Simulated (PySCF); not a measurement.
## Assignment exercise: C$_{4}$H$_{11}$NSi

Molfile (atoms numbered from 1):
```
C4H11NSi
     RDKit          3D

 17 16  0  0  0  0  0  0  0  0999 V2000
    2.0453    0.5706    0.7996 C   0  0  0  0  0  0  0  0  0  0  0  0
    1.8701    0.0929   -0.6365 C   0  0  0  0  0  0  0  0  0  0  0  0
    0.6467   -0.8134   -0.7830 C   0  0  0  0  0  0  0  0  0  0  0  0
   -0.6304   -0.0751   -0.5470 C   0  0  0  0  0  0  0  0  0  0  0  0
   -1.5598   -0.5501    0.1404 N   0  0  0  0  0  0  0  0  0  0  0  0
   -3.1343   -0.0266    0.5783 Si  0  0  0  0  0  4  0  0  0  0  0  0
    1.1556    1.0982    1.1365 H   0  0  0  0  0  0  0  0  0  0  0  0
    2.8982    1.2411    0.8783 H   0  0  0  0  0  0  0  0  0  0  0  0
    2.2096   -0.2751    1.4633 H   0  0  0  0  0  0  0  0  0  0  0  0
    1.7597    0.9550   -1.2989 H   0  0  0  0  0  0  0  0  0  0  0  0
    2.7614   -0.4551   -0.9492 H   0  0  0  0  0  0  0  0  0  0  0  0
    0.7057   -1.6598   -0.0976 H   0  0  0  0  0  0  0  0  0  0  0  0
    0.6110   -1.2042   -1.8051 H   0  0  0  0  0  0  0  0  0  0  0  0
   -0.6851    0.9081   -1.0391 H   0  0  0  0  0  0  0  0  0  0  0  0
   -4.0054   -1.0519    0.0099 H   0  0  0  0  0  0  0  0  0  0  0  0
   -3.5522    1.3000    0.1022 H   0  0  0  0  0  0  0  0  0  0  0  0
   -3.1032   -0.0426    2.0382 H   0  0  0  0  0  0  0  0  0  0  0  0
  1  2  1  0
  2  3  1  0
  3  4  1  0
  4  5  2  0
  5  6  1  0
  1  7  1  0
  1  8  1  0
  1  9  1  0
  2 10  1  0
  2 11  1  0
  3 12  1  0
  3 13  1  0
  4 14  1  0
  6 15  1  0
  6 16  1  0
  6 17  1  0
M  END
```

[PySCF: coordinates at the GFN2-xTB level; NMR shieldings at PBE0/pcSseg-1/GIAO; a single conformation; no relativistic terms; fast rotation and ring inversion assumed for equivalent nuclei; isolated molecule]

δ = σ(ref) − σ, references computed at the same level: TMS for 13C and 1H.

**Question.** Assign these signals to the numbered atoms. 13C{1H} NMR (computed): δ 185.1, 48.7, 22.6, 15.9.

**Answer.** 
185.1 → C4, C=N carbon
48.7 → C3, sp3 CH2: saturated and bonded to C and H only
22.6 → C2, sp3 CH2
15.9 → C1, methyl carbon: saturated and bonded to C and H only

**Question.** Assign these signals to the numbered atoms. 1H NMR (500 MHz, computed): δ 8.65 (t, 1H), 4.96 (s, 3H), 2.39 (m, 2H), 1.72 (m, 2H), 0.94 (t, 3H).

**Answer.** 
| δ (ppm) | atoms | environment | reason |
| --- | --- | --- | --- |
| 8.65 | H14 | hydrogen on a C=N carbon | – |
| 4.96 | H15/H16/H17 | hydrogen on a silicon bonded to N | – |
| 2.39 | H12/H13 | hydrogen on an sp3 CH2 | – |
| 1.72 | H10/H11 | hydrogen on an sp3 CH2 | – |
| 0.94 | H7/H8/H9 | hydrogen on a methyl carbon | far from electronegative atoms and π systems |

Shifts are as computed. Against solution values, carbons near 30 ppm lie about +3 ppm off and those near 130 ppm about +5 ppm. Of 1211 compounds with measured shifts, 218 miss one by over three times the rms of a fit or turn the order of signals round; such compounds aren't used in these exercises. No couplings were computed; multiplicities are counted from neighbouring protons, with m where these are inequivalent, close in shift, in a saturated or five-membered ring or joined by F or P, and br s for small geminal =CH2 splittings.
